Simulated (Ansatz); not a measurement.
Input for Ansatz (development build ahead of 0.2.0):

```yaml
crystal:
  periodic: [false, false, false]
  atoms:
    - { symbol: La, position_ang: [0.0, 0.0, 0.0] }
basis:
  gaussian: { orbitals: def2-TZVPP }
magnetization:
  spin_polarized: true
  initial_magnetization: 1
hamiltonian:
  xc: r2scan
```

The input is written out in the form of the current development build from the run's settings. The basis set brings a core potential for La, so the total leaves out those core electrons.

The run gave:

| Item | Value |
| --- | --- |
| Converged | yes |
| Total energy | -31.49243 hartree |
| Spin squared of the determinant | 1.550 |

Caution: the unrestricted determinant is spin contaminated.
